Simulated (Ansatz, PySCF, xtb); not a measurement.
Reaction (SMILES): C[SiH2]O[SiH2]C + O (H2O) + 2 [SiH4] (SiH4) → 2 C[SiH3] + 2 O[SiH3]
Structures are relaxed separately at B3LYP-D3(BJ)/def2-TZVP in Ansatz (an electronic-structure program), one conformer each, not searched for the lowest.
Geometry of the first species:
SMILES: [SiH2](O[SiH2]C)C
```xyz
15

C     -2.6212     1.0509     0.2830
Si    -1.5864    -0.4112    -0.2267
O     -0.0018    -0.0485    -0.0061
Si     1.5574    -0.5405    -0.1403
C      2.6789     0.8309     0.4338
H     -2.3768     1.9295    -0.3171
H     -3.6837     0.8335     0.1496
H     -2.4550     1.2983     1.3333
H     -1.9350    -1.6023     0.5878
H     -1.8202    -0.7395    -1.6555
H      1.7608    -1.7570     0.6859
H      1.8426    -0.8859    -1.5557
H      2.5373     1.7288    -0.1708
H      3.7259     0.5288     0.3528
H      2.4794     1.0867     1.4762
```
Charge 0, spin multiplicity 1.

Wanted: bond separation energy (0 K, with B3LYP-D3(BJ) harmonic zero-point energies from PySCF), in eV. Cores are frozen in the correlated levels unless marked. No spin-orbit coupling. No relativistic terms. CBS(X,Y): correlation extrapolated as X^-3; Hartree-Fock from the larger set. The bracket is a focal-point correction in the basis named.

| level | program | bond separation energy (eV) |
|---|---|---|
| GFN2-xTB | xtb | 0.05 |
| HF/6-31G | Ansatz | 0.81 |
| PBE0/def2-TZVPD | Ansatz | 0.44 |
| BHLYP-D4/def2-TZVPD | Ansatz + dftd4 | 0.55 |
| MP2/cc-pwCVTZ | Ansatz | 0.45 |
| RI-MP2/cc-pV(Q+d)Z | Ansatz | 0.46 |
| SCS-MP2/cc-pV(T+d)Z | Ansatz | 0.44 |
| CCSD/STO-3G | Ansatz | 0.25 |
| CCSD(T)/6-31G | Ansatz | 0.79 |
| RI-MP2/CBS(cc-pV(T+d)Z,cc-pV(Q+d)Z)+[CCSD(T)-MP2]/cc-pV(T+d)Z | Ansatz | 0.48 |
